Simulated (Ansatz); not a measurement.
System: sum formula SiH2I, net charge 1, singlet state. 
Geometry from a B3LYP-D3(BJ)/def2-TZVP (Ansatz, a program for electronic structure) optimisation:
```
Si
H 1 1.4687
H 1 1.4687 2 120.23
I 1 2.3187 2 119.89 3 -180.00
```
Charge +1, spin multiplicity 1.

Basis-set convergence of Hartree-Fock and CCSD correlation energies (hartree) with Ansatz. Cores are frozen in the correlated levels unless marked. Spin-orbit coupling is left out. Frozen are the shells of the preceding noble gas and the d and f shells that filled before the atom's block. Past Kr the def2 sets carry scalar-relativistic core potentials.

```tsv
basis	functions	E(HF)	E(corr, CCSD)
def2-SVPD	75	-586.38403	-0.21437
def2-TZVPPD	141	-586.49749	-0.26849
def2-QZVPPD	233	-586.50739	-0.29115
```

Extrapolating the two largest sets (X = 3 and 4) as X^-3: E(corr) = (64·(-0.29115) - 27·(-0.26849))/37 = -0.3077 Eh, an estimate of the basis-set limit. The largest set recovers 94.6 % of it, the smallest 69.7 %.
